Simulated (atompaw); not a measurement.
u(r) = r·R(r): atom against pseudo-atom (Ga)

Columns: radius, all-electron u(r) and pseudo u(r) of the 3p shell (level -98.66 eV) of gallium in the configuration [Ne] 3s2 3p6 3d10 4s2 4p1; LDA (PW92), scalar-relativistic, PAW (atompaw) scheme, atompaw 4.2.0.5.

| r (bohr) | all-electron | pseudo |
| --- | --- | --- |
| 0.056 | -0.4411 | 0.0425 |
| 0.112 | -0.6963 | 0.1638 |
| 0.167 | -0.5286 | 0.3429 |
| 0.223 | -0.1335 | 0.5617 |
| 0.279 | 0.3066 | 0.7884 |
| 0.335 | 0.6908 | 0.9960 |
| 0.390 | 0.9755 | 1.1603 |
| 0.446 | 1.1669 | 1.2745 |
| 0.502 | 1.2714 | 1.3323 |
| 0.558 | 1.3072 | 1.3391 |
| 0.613 | 1.2930 | 1.3069 |
| 0.669 | 1.2440 | 1.2476 |
| 0.725 | 1.1727 | 1.1729 |
| 0.781 | 1.0886 | 1.0886 |
| 0.837 | 0.9986 | 0.9986 |
| 0.892 | 0.9091 | 0.9091 |
| 0.948 | 0.8200 | 0.8200 |
| 1.004 | 0.7352 | 0.7352 |
| 1.060 | 0.6558 | 0.6558 |
| 1.115 | 0.5839 | 0.5839 |
| 1.171 | 0.5169 | 0.5169 |
| 1.227 | 0.4562 | 0.4562 |
| 1.283 | 0.4016 | 0.4016 |
| 1.338 | 0.3536 | 0.3536 |
| 1.394 | 0.3101 | 0.3101 |
| 1.450 | 0.2715 | 0.2715 |

Question: How many radial nodes do the two functions have?

Answer: The all-electron 3p function has n − l − 1 = 1; the pseudo-wave has 0, since the states of the same l below it are removed with the core.

Question: At about which radius was the pseudo-wave matched?

Answer: 0.75 bohr, where the columns begin to agree (steps of 0.06 bohr).

Question: Where does each function peak?

Answer: Outermost all-electron maximum near 0.56 bohr, pseudo maximum near 0.56 bohr (to the table’s step).

Question: Is the pseudo-wave norm-conserving?

Answer: No, it belongs to a PAW set: the norm inside the radius is not constrained, and the difference is carried by the augmentation charge.
